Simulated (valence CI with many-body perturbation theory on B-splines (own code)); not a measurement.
Os⁵⁺: electric-dipole lines

Calculated by relativistic CI+MBPT: three valence electrons over a frozen Dirac-Fock core [Xe] 4f14, a basis of 7 s, 7 p, 8 d, 6 f, 4 g, 1 h functions for each j, with the one-electron correlation potential Σ1, the two-electron term Σ2, the three-electron term Σ3, Breit, model QED; selected CI, second order for the rest, scaled by the run's own slope (own B-spline code, finite nucleus).

Set against measurement, 69 paired levels are off by 1368 cm⁻¹ on average, the worst by 3021. These come from a selection out of Brasseur, Palmeri and Quinet, Atoms 13, 11 (2025). Levels without a partner in it may be off by more, other configurations by 1,000 to 8,000 cm⁻¹. The list stops below the first excitations out of the core.

Lines 251 to 300 of 568 in falling wavelength, among levels below 277790 cm⁻¹, chosen from the strongest by gf and those to the six lowest levels. Wavelengths and rates use the calculated energies, so an error of 1000 cm⁻¹ moves a line at 64.07 nm by 0.64 % and its rate by three times that or more. Electric multipoles are in the length gauge, E1 and E2 with the static RPA response of the core. Weak lines are less certain than strong ones. Lines between different terms over intervals too small for the method are left out, as are lines whose strength nearly cancels. Where a level lies close to another of its J and parity, the split of strength between their lines is uncertain. The highest levels of a list are the least certain.

Names give the largest LS component (configuration and term), which can be under half, so a name can repeat, a term be missing and a line seem to break the LS rules; names also repeat where a configuration has a term twice. Letters in brackets count levels of one name in rising energy.

| λ vac (nm) | λ from measured levels | Upper | Lower | A (s⁻¹) | S (a.u.) with core polarisation | S without |
| --- | --- | --- | --- | --- | --- | --- |
| 64.07 | 64.22 | 5d²6p ⁴D°_5/2 | 5d³ ²F_7/2 | 7.35e+07 | 5.72e-02 | 6.96e-02 |
| 63.78 | 64.06 | 5d²6p ⁴D°_3/2 [b] | 5d³ ²F_5/2 | 3.28e+08 | 1.68e-01 | 2.07e-01 |
| 63.78 | 63.96 | 5d²6p ²P°_3/2 [a] | 5d³ ²D_5/2 [b] | 8.16e+07 | 4.18e-02 | 4.75e-02 |
| 63.76 | 63.88 | 5d²6p ⁴D°_5/2 | 5d³ ²F_5/2 | 2.43e+08 | 1.86e-01 | 2.24e-01 |
| 63.72 | 64.08 | 5d²6p ⁴G°_5/2 | 5d³ ⁴P_3/2 | 8.64e+07 | 6.62e-02 | 8.11e-02 |
| 63.69 | 63.82 | 5d²6p ²G°_7/2 [a] | 5d³ ²F_7/2 | 8.58e+07 | 8.75e-02 | 1.06e-01 |
| 63.49 | 63.87 | 5d²6p ⁴D°_3/2 [a] | 5d³ ²D_5/2 [a] | 1.66e+08 | 8.39e-02 | 1.04e-01 |
| 63.39 | 63.48 | 5d²6p ²G°_7/2 [a] | 5d³ ²F_5/2 | 6.62e+07 | 6.66e-02 | 8.61e-02 |
| 63.32 | 63.65 | 5d²6p ²D°_5/2 [a] | 5d³ ²D_5/2 [a] | 5.76e+07 | 4.33e-02 | 5.24e-02 |
| 62.93 | 63.09 | 5d²6p ²D°_3/2 [b] | 5d³ ²D_5/2 [b] | 1.55e+08 | 7.61e-02 | 8.85e-02 |
| 62.86 | 63.29 | 5d²6p ⁴D°_1/2 [a] | 5d³ ²P_1/2 | 1.57e+08 | 3.86e-02 | 4.87e-02 |
| 62.60 | 62.87 | 5d²6p ⁴F°_3/2 | 5d³ ⁴P_1/2 | 1.12e+08 | 5.41e-02 | 6.55e-02 |
| 62.59 | 63.11 | 5d²6p ⁴G°_7/2 | 5d³ ²H_9/2 | 1.24e+08 | 1.20e-01 | 1.51e-01 |
| 62.54 | 62.81 | 5d²6p ⁴F°_5/2 | 5d³ ⁴P_5/2 | 1.38e+08 | 9.99e-02 | 1.20e-01 |
| 62.54 | 62.66 | 5d²6p ²D°_3/2 [b] | 5d³ ²D_3/2 [b] | 3.37e+08 | 1.63e-01 | 1.85e-01 |
| 62.50 | 63.00 | 5d²6p ⁴G°_9/2 [a] | 5d³ ²H_11/2 | 2.23e+08 | 2.69e-01 | 3.38e-01 |
| 62.46 | 62.60 | 5d²6p ²D°_5/2 [c] | 5d³ ²D_5/2 [b] | 3.94e+08 | 2.84e-01 | 3.31e-01 |
| 62.38 | 62.47 | 5d²6p ²P°_1/2 [a] | 5d³ ²D_3/2 [b] | 5.18e+08 | 1.24e-01 | 1.46e-01 |
| 62.28 | 62.88 | 5d²6p ⁴G°_5/2 | 5d³ ⁴F_7/2 | 2.89e+07 | 2.07e-02 | 2.51e-02 |
| 62.22 | 62.67 | 5d²6p ⁴G°_7/2 | 5d³ ²G_7/2 | 6.48e+07 | 6.16e-02 | 7.64e-02 |
| 62.08 | 62.18 | 5d²6p ²D°_5/2 [c] | 5d³ ²D_3/2 [b] | 1.94e+08 | 1.37e-01 | 1.57e-01 |
| 61.70 | 61.95 | 5d²6p ⁴F°_3/2 | 5d³ ⁴P_3/2 | 3.30e+08 | 1.53e-01 | 1.82e-01 |
| 61.59 | 61.80 | 5d²6p ⁴G°_9/2 [b] | 5d³ ²F_7/2 | 1.24e+08 | 1.44e-01 | 1.72e-01 |
| 61.29 | 61.68 | 5d²6p ⁴D°_3/2 [a] | 5d³ ²P_1/2 | 2.72e+08 | 1.24e-01 | 1.49e-01 |
| 61.04 | 61.17 | 5d²6p ²G°_7/2 [b] | 5d³ ²F_5/2 | 6.91e+08 | 6.20e-01 | 7.42e-01 |
| 60.89 | 61.26 | 5d²6p ²S°_1/2 | 5d³ ²P_1/2 | 3.53e+08 | 7.87e-02 | 9.48e-02 |
| 60.73 | 61.12 | 5d²6p ²D°_5/2 [a] | 5d³ ²D_3/2 [a] | 1.34e+08 | 8.86e-02 | 1.07e-01 |
| 60.70 |  | 5d²6p ²P°_1/2 [b] | 5d³ ²D_3/2 [b] | 6.23e+08 | 1.38e-01 | 1.50e-01 |
| 60.64 | 60.87 | 5d²6p ²F°_5/2 [a] | 5d³ ²F_7/2 | 4.37e+08 | 2.89e-01 | 3.59e-01 |
| 60.63 |  | 5d²6p ²F°_7/2 [b] | 5d³ ²D_5/2 [b] | 1.93e+08 | 1.70e-01 | 1.85e-01 |
| 60.49 | 60.78 | 5d²6p ²F°_5/2 [a] | 5d³ ²P_3/2 | 5.19e+08 | 3.40e-01 | 4.07e-01 |
| 60.37 | 60.95 | 5d²6p ⁴G°_5/2 | 5d³ ⁴F_5/2 | 4.82e+06 | 3.14e-03 | 3.73e-03 |
| 60.37 | 60.56 | 5d²6p ²F°_5/2 [a] | 5d³ ²F_5/2 | 8.25e+07 | 5.37e-02 | 6.19e-02 |
| 60.19 | 60.46 | 5d²6p ²D°_3/2 [a] | 5d³ ²P_1/2 | 1.32e+08 | 5.68e-02 | 6.92e-02 |
| 60.14 | 60.33 | 5d²6p ²F°_7/2 [a] | 5d³ ²F_7/2 | 3.53e+08 | 3.03e-01 | 3.71e-01 |
| 60.04 | 60.52 | 5d²6p ⁴G°_9/2 [b] | 5d³ ²G_9/2 | 3.40e+07 | 3.63e-02 | 4.19e-02 |
| 60.03 | 60.20 | 5d²6p ⁴F°_9/2 | 5d³ ²F_7/2 | 3.76e+07 | 4.02e-02 | 4.46e-02 |
| 59.95 | 60.20 | 5d²6p ⁴S°_3/2 | 5d³ ²F_5/2 | 1.29e+08 | 5.50e-02 | 6.69e-02 |
| 59.87 | 60.03 | 5d²6p ²F°_7/2 [a] | 5d³ ²F_5/2 | 1.65e+08 | 1.40e-01 | 1.59e-01 |
| 59.81 | 60.11 | 5d²6p ²D°_3/2 [a] | 5d³ ²D_3/2 [a] | 9.94e+07 | 4.20e-02 | 4.98e-02 |
| 59.78 | 60.22 | 5d²6p ²G°_7/2 [b] | 5d³ ²G_9/2 | 4.48e+07 | 3.78e-02 | 4.94e-02 |
| 59.76 | 60.18 | 5d²6p ⁴D°_3/2 [a] | 5d³ ⁴P_5/2 | 7.81e+07 | 3.29e-02 | 3.83e-02 |
| 59.74 | 59.92 | 5d²6p ²F°_5/2 [b] | 5d³ ²F_7/2 | 3.70e+08 | 2.33e-01 | 2.91e-01 |
| 59.63 |  | 5d²6p ²F°_7/2 [c] | 5d³ ²D_5/2 [b] | 1.05e+09 | 8.82e-01 | 1.02e+00 |
| 59.59 | 59.83 | 5d²6p ²F°_5/2 [b] | 5d³ ²P_3/2 | 7.81e+07 | 4.90e-02 | 6.27e-02 |
| 59.47 | 59.62 | 5d²6p ²F°_5/2 [b] | 5d³ ²F_5/2 | 7.72e+08 | 4.81e-01 | 5.77e-01 |
| 59.45 | 59.93 | 5d²6p ⁴G°_9/2 [a] | 5d³ ²H_9/2 | 3.80e+07 | 3.94e-02 | 4.97e-02 |
| 59.36 | 59.61 | 5d²6p ⁴D°_7/2 [a] | 5d³ ⁴P_5/2 | 1.11e+09 | 9.18e-01 | 1.10e+00 |
| 59.36 |  | 5d²6p ²F°_5/2 [c] | 5d³ ²D_3/2 [b] | 8.73e+08 | 5.41e-01 | 6.18e-01 |
| 59.13 | 59.59 | 5d²6p ⁴G°_7/2 | 5d³ ⁴F_9/2 | 4.29e+08 | 3.50e-01 | 4.33e-01 |
